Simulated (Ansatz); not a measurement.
Two isomers of C2H7FSSi: A = `CC(F)S[SiH3]`, B = `C[SiH2]SCF`.

Program: Ansatz. Geometries: PBE0-D4/def2-TZVP. ΔE: electronic, gas phase. CBS: MP2 limit from def2 TZ/QZ plus the TZ coupled-cluster correction, frozen cores. Functionals use def2-TZVPP. B3LYP here is the variant with VWN-RPA as its local correlation; programs differ in this. One conformer a species, not always the lowest.

A:

Z-matrix (Å, degrees):
```
C
C 1 1.504
H 1 1.090 2 110.0
H 1 1.091 2 111.0 3 -120.2
H 1 1.093 2 109.5 3 119.7
F 2 1.381 1 109.1 3 -176.6
S 2 1.823 1 114.5 3 59.1
H 2 1.094 1 111.3 3 -58.5
Si 7 2.137 2 101.9 1 72.0
H 9 1.486 7 112.3 2 -56.9
H 9 1.483 7 103.4 2 -175.1
H 9 1.482 7 112.1 2 66.3
```

B:

Z-matrix (Å, degrees):
```
C
Si 1 1.862
H 1 1.092 2 110.5
H 1 1.093 2 110.5 3 -120.2
H 1 1.092 2 110.3 3 119.6
S 2 2.147 1 113.0 3 -59.5
H 2 1.485 1 111.5 3 57.7
H 2 1.490 1 110.5 3 -179.8
C 6 1.799 2 99.4 1 -73.5
F 9 1.378 6 112.8 2 73.1
H 9 1.091 6 106.8 2 -168.0
H 9 1.092 6 110.6 2 -47.8
```

(1) Which isomer does CCSD(T)/CBS put lower? Give the gap. (Best estimate.)

(2) Give E(B) − E(A) in kcal/mol with PBE-D4, B3LYP, MP2/def2-TZVPP, HF/def2-TZVPP, B2PLYP, B3LYP-D4, CCSD/def2-TZVPP. (Best estimate.)

Largest T1 diagnostic: 0.011.

Answers

(1) Ansatz gave: B, by 7.9 kcal/mol.

(2) Computed: PBE-D4 -8.5, B3LYP -8.6, MP2/def2-TZVPP -8.2, HF/def2-TZVPP -7.6, B2PLYP -8.4, B3LYP-D4 -8.2, CCSD/def2-TZVPP -7.8. None reverses the order clearly.
